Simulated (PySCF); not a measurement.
**Ionisation energy of Sb²⁶⁺ by level of theory**

Sb²⁶⁺ [Ar] 3d7 (4F) → Sb²⁷⁺ [Ar] 3d6 (5D), as a difference of total energies. Computed with PySCF 2.14 in an even-tempered Gaussian basis (19 s from 3.1 bohr⁻², ratio 2.5; 13 p from 4.1 bohr⁻², ratio 2.5; 8 d from 4.1 bohr⁻², ratio 2.5; 4 f from 19 bohr⁻², ratio 2.7; 3 g from 28 bohr⁻², ratio 2.7), with the spin-free X2C one-electron Hamiltonian (Gaussian nucleus). Correlated levels: outer shells: [Ne] frozen; virtual orbitals above 40 to 60 times the deepest correlated orbital energy dropped. The calculations carry no spin-orbit coupling.

| method | ionisation energy (eV) |
| --- | --- |
| UHF | 1441.1 |
| LDA | 1442.0 |
| PBE | 1442.4 |
| PBE0 | 1442.6 |
| r2SCAN | 1443.5 |
| r2SCANh | 1443.4 |
| PW91 | 1442.9 |
| MP2 (outer shells) | 1442.4 |
| SCS-MP2 (outer shells) | 1442.5 |

A first-order spin-orbit estimate (lowest level to lowest level, LS coupling) adds 1.985 eV.

Breit and QED terms and the two-electron picture change are absent.

For comparison: 1441 ± 4 eV (theoretical estimate listed by NIST; NIST Atomic Spectra Database, ionization energies).
